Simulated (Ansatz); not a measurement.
Mulliken charges of C2H5FSSi, SMILES `FC1C[SiH2]S1` from PBE/def2-TZVPP in Ansatz (PBE0-D4/def2-TZVP geometry).

```csv
atom,x (Å),y (Å),z (Å),charge (e)
F1,-2.234,0.528,0.446,-0.170
C2,-0.869,0.618,0.531,0.171
C3,-0.173,0.244,-0.775,-0.232
Si4,1.128,-0.810,0.079,0.274
S5,-0.193,-0.598,1.746,-0.207
H6,-0.638,1.628,0.873,0.086
H7,-0.844,-0.401,-1.346,0.102
H8,0.111,1.096,-1.393,0.086
H9,1.341,-2.191,-0.421,-0.054
H10,2.454,-0.165,0.263,-0.055
```

Problem. By hand: the dipole of these point charges (1 e Å = 4.8032 D).

Solution. Σ q r = (0.282, 0.182, -0.319) e Å, of length 0.463 e Å = 2.22 D.

Problem. How does the dipole of the full density compare? (An estimate is asked.)

Solution. The calculation gave: (0.300, 0.133, -0.326) e Å, 2.22 D; the point charges give 1.00 times that, at 7° from its direction.

Point charges leave out the atoms' own dipoles, such as those of lone pairs, and Mulliken's split depends on the basis, so the close match here is no proof of good charges.
